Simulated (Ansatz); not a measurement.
Reactions of AlBrClH2N, SMILES `[NH2][Al]([Cl])[Br]`.

Computed with Ansatz on PBE0-D4/def2-TZVP structures; ΔE is electronic, products minus reactants. CCSD(T)/CBS adds triple-zeta CCSD(T) − MP2 to the extrapolated MP2 energy (def2 sets, frozen cores). This one scheme is used for every species, atoms too. Functionals use def2-TZVPP. Open shells (•) are unrestricted, without spin–orbit coupling. Spin–orbit coupling would lower the free atoms: a little for Al, Cl; clearly for Br. For Br outer-core shells are correlated without core-valence functions, so the limit isn't a true one: a few kJ/mol of doubt a bond, and 10 to 20 or more in all where bonds break to atoms. Scalar relativity is left out up to krypton. One conformer a species, not always the lowest.

```json
{"reaction": "`[NH2][Al]([Cl])[Br]` → Al• + Br• + Cl• + 2 H• + N•", "PBE-D4 (kJ/mol)": "1998", "B2PLYP (kJ/mol)": "1949"}
{"reaction": "`[NH2][Al]([Cl])[Br]` + NH₃ → `[NH2][Al]([NH2])[Br]` + HCl", "PBE-D4 (kJ/mol)": "76", "B2PLYP (kJ/mol)": "74"}
{"reaction": "`[NH2][Al]([Cl])[Br]` + HBr → `[NH2][Al]([Br])[Br]` + HCl", "PBE-D4 (kJ/mol)": "0", "B2PLYP (kJ/mol)": "2"}
{"reaction": "`[NH2][Al]([Cl])[Br]` + H–F → `[F][Al]([Cl])[Br]` + NH₃", "PBE-D4 (kJ/mol)": "-77", "B2PLYP (kJ/mol)": "-83"}
{"reaction": "`[NH2][Al]([Cl])[Br]` + H₂S → `[NH2][Al]([SH])[Cl]` + HBr", "PBE-D4 (kJ/mol)": "45", "B2PLYP (kJ/mol)": "52"}
{"reaction": "`[NH2][Al]([Cl])[Br]` + H₂S → `[SH][Al]([Cl])[Br]` + NH₃", "PBE-D4 (kJ/mol)": "-24", "B2PLYP (kJ/mol)": "-14"}
```

Question: Give the CCSD(T)/CBS values in the same order. (Estimate.)

Answer: Ansatz gave: 1994, 75, -1, -79, 52, -18 kJ/mol.

Largest T1 diagnostic: 0.018, for Al•.
